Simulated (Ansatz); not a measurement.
A nudged elastic band was laid between two geometries of C$_{4}$H$_{10}$Si (15 atoms, charge 0, multiplicity 1).

Level of theory: Ansatz, UKS PBE-D4/6-31G.

```
movable images  : 5
climbing image  : yes
spring          : 5.0 eV/Å²
optimiser       : quadratic models (default)
start path      : through a guess of the saddle point
force threshold : 0.03 eV/Å
iteration limit : 60
end points      : relaxed
```

Image 0:

```xyz
15
Properties=species:S:1:pos:R:3
C -0.999 -1.975 -0.292
C -0.292 -0.818 0.396
C 1.231 -0.632 0.152
Si 0.160 0.806 -0.541
C 0.135 2.509 0.331
H -2.096 -1.859 -0.254
H -0.709 -2.046 -1.356
H -0.739 -2.941 0.184
H -0.593 -0.674 1.444
H 1.862 -0.446 1.028
H 1.695 -1.317 -0.568
H -0.073 0.802 -2.032
H -0.838 3.008 0.192
H 0.929 3.164 -0.065
H 0.305 2.370 1.411
```

Image 6:

```xyz
15
Properties=species:S:1:pos:R:3
C -1.068 -0.866 -0.579
C -0.207 -1.485 0.582
C 1.197 -0.837 0.298
Si 0.281 0.531 -0.746
C -0.106 2.155 0.202
H -2.102 -0.591 -0.318
H -1.091 -1.516 -1.470
H -0.203 -2.590 0.608
H -0.590 -1.138 1.558
H 1.778 -0.542 1.185
H 1.828 -1.479 -0.340
H 0.815 0.867 -2.134
H -0.505 1.922 1.203
H -0.855 2.755 -0.341
H 0.806 2.763 0.322
```

(1) What changes between the two ends?

(2) Give the energies along the band, and the barrier.

(3) What is the geometry of the highest image?

Answers

(1) Bonds broken: C1–H8. Bonds formed: C1–Si4, C2–H8.

(2) The forces met the threshold. The highest image is number 3 of 0 to 6, 3.13 eV above the first end and 3.71 eV above the last; the last end lies 0.58 eV below the first. Neighbouring images differ by up to 2.9 eV, so the band resolves the path poorly. A vibrational analysis at the climbing image gives one clearly imaginary mode, 1290i cm⁻¹: a first-order saddle point. The orbitals stay closed-shell, which can raise the energy where a bond breaks towards radicals; this wasn't checked here. Limits of this set-up: no polarisation functions.

```json
{"image": "0", "path coordinate (Å)": "0.00", "energy (eV)": "0.00", "C1–H8 (Å)": "1.11", "C1–Si4 (Å)": "3.02", "C2–H8 (Å)": "2.18"}
{"image": "1", "path coordinate (Å)": "1.71", "energy (eV)": "0.30", "C1–H8 (Å)": "1.11", "C1–Si4 (Å)": "3.01", "C2–H8 (Å)": "2.21"}
{"image": "2", "path coordinate (Å)": "3.41", "energy (eV)": "0.81", "C1–H8 (Å)": "1.11", "C1–Si4 (Å)": "3.39", "C2–H8 (Å)": "2.13"}
{"image": "3", "path coordinate (Å)": "5.12", "energy (eV)": "3.13", "C1–H8 (Å)": "1.44", "C1–Si4 (Å)": "3.53", "C2–H8 (Å)": "1.26"}
{"image": "4", "path coordinate (Å)": "6.92", "energy (eV)": "0.25", "C1–H8 (Å)": "2.17", "C1–Si4 (Å)": "2.05", "C2–H8 (Å)": "1.10"}
{"image": "5", "path coordinate (Å)": "8.72", "energy (eV)": "-0.53", "C1–H8 (Å)": "2.26", "C1–Si4 (Å)": "1.95", "C2–H8 (Å)": "1.11"}
{"image": "6", "path coordinate (Å)": "10.52", "energy (eV)": "-0.58", "C1–H8 (Å)": "2.26", "C1–Si4 (Å)": "1.95", "C2–H8 (Å)": "1.11"}
```

(3) 
```xyz
15
Properties=species:S:1:pos:R:3:forces:R:3
C -1.314 -0.939 -0.036 0.00 0.00 0.00
C -0.034 -0.997 0.681 0.00 0.00 0.00
C 1.316 -0.843 0.127 0.00 -0.01 0.00
Si 1.511 1.133 -0.464 0.00 0.00 0.00
C -0.230 1.877 -0.026 -0.01 0.00 0.00
H -2.245 -0.832 0.521 0.00 0.00 0.00
H -1.345 -1.035 -1.124 0.00 0.00 0.00
H -0.612 -2.099 0.457 0.00 0.00 0.00
H -0.131 -0.818 1.761 0.00 0.00 0.00
H 2.097 -1.122 0.843 0.00 0.00 0.00
H 1.482 -1.343 -0.842 0.00 0.00 0.00
H 1.275 0.943 -2.001 0.00 0.00 0.00
H -1.025 1.138 -0.339 0.00 0.00 0.00
H -0.401 2.817 -0.580 0.00 0.00 0.00
H -0.365 2.070 1.052 0.00 0.00 0.00
```

Run time: 5.6 min on 2 threads of AMD EPYC 7B13 (Zen 3) (shared host), peak memory 0.2 GiB.
